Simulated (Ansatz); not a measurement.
Born–Oppenheimer molecular dynamics of CH5BFN (9 atoms, charge 0, multiplicity 1). It starts from a relaxed structure.

All numbers below come from Ansatz 0.2.0, RKS PBE0/def2-SVP.

* ensemble: NVE (velocity Verlet)
* time step: 1 fs
* steps asked: 250
* starting velocities drawn for: 1000 K
* seed: 378421

First frame:

```xyz
9
Properties=species:S:1:pos:R:3
B -0.042 -0.162 -0.111
F -0.053 -0.602 1.163
C 1.345 0.068 -0.815
H 1.918 -0.873 -0.833
H 1.267 0.444 -1.845
H 1.948 0.783 -0.231
N -1.283 0.058 -0.718
H -2.156 -0.102 -0.233
H -1.384 0.386 -1.667
```

**Question.** How far do the bonds stretch over the last three quarters of this one trajectory? (Pairs bonded in most of those frames.)

**Answer.** 
```json
{"bond": "B1–F2", "mean (Å)": "1.351", "spread (Å)": "0.015", "shortest": "1.32", "longest": "1.39"}
{"bond": "B1–C3", "mean (Å)": "1.583", "spread (Å)": "0.053", "shortest": "1.48", "longest": "1.68"}
{"bond": "B1–N7", "mean (Å)": "1.410", "spread (Å)": "0.025", "shortest": "1.35", "longest": "1.46"}
{"bond": "C3–H4", "mean (Å)": "1.106", "spread (Å)": "0.017", "shortest": "1.07", "longest": "1.15"}
{"bond": "C3–H5", "mean (Å)": "1.102", "spread (Å)": "0.019", "shortest": "1.07", "longest": "1.14"}
{"bond": "C3–H6", "mean (Å)": "1.106", "spread (Å)": "0.022", "shortest": "1.07", "longest": "1.15"}
{"bond": "N7–H8", "mean (Å)": "1.023", "spread (Å)": "0.038", "shortest": "0.95", "longest": "1.09"}
{"bond": "N7–H9", "mean (Å)": "1.016", "spread (Å)": "0.035", "shortest": "0.96", "longest": "1.07"}
```

Mean temperature of the second half: 474 K. The conserved energy stayed within 2.1 meV per atom of its start (net change 0.89 meV per atom), so the integration is sound. Over the second half the temperature averaged 0.47 of the 1000 K drawn at the start: a run that starts near a minimum puts about half its kinetic energy into the potential. A run of 0.25 ps of so small a system gives no equilibrium averages.

Run time: 3.1 min on 2 threads of Intel(R) Xeon(R) 6975P-C (Granite Rapids), on a shared host, peak memory 0.15 GiB.
